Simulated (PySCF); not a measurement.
Problem. What does the PBE0-D3(BJ)/def2-SVP structure of `[SiH3]OC=C1CC1` look like in three dimensions?

Solution. 
```
atom  x, y, z in Å
Si1    2.562    0.553    0.640
O2     1.060    0.081    0.071
C3    -0.107    0.184    0.756
C4    -1.270   -0.190    0.246
C5    -2.714   -0.328    0.421
C6    -2.023   -0.742   -0.875
H7     2.914   -0.203    1.881
H8     2.572    2.015    0.951
H9     3.523    0.245   -0.450
H10   -0.049    0.597    1.773
H11   -3.096   -1.122    1.074
H12   -3.339    0.573    0.404
H13   -1.935   -1.813   -1.091
H14   -2.177   -0.118   -1.763
```

Any rigid rotation of these coordinates is as good. Atoms count from 1 in this order. The 6 heavy atoms lie in one plane (0.006 Å rms). The 3-membered ring C4–C5–C6 has internal angles of 58.4° to 63.0°. O2 (silyl ether oxygen) is bent (angle 125.4°). Si1 (oxygen-bound silicon) is distorted tetrahedral (angles from 105.8° to 110.6°).

Bonds between heavy atoms (Å): Si1–O2 1.674, O2–C3 1.357, C3=C4 1.324, C4–C5 1.461, C5–C6 1.526, C4–C6 1.459.

Computed, not measured: PBE0-D3(BJ)/def2-SVP geometry optimisation, gas phase (PySCF 2.14.0).

Stationary, but not proved a minimum. The numbers are those of one conformer (Si1–O2–C3–C4 179°).
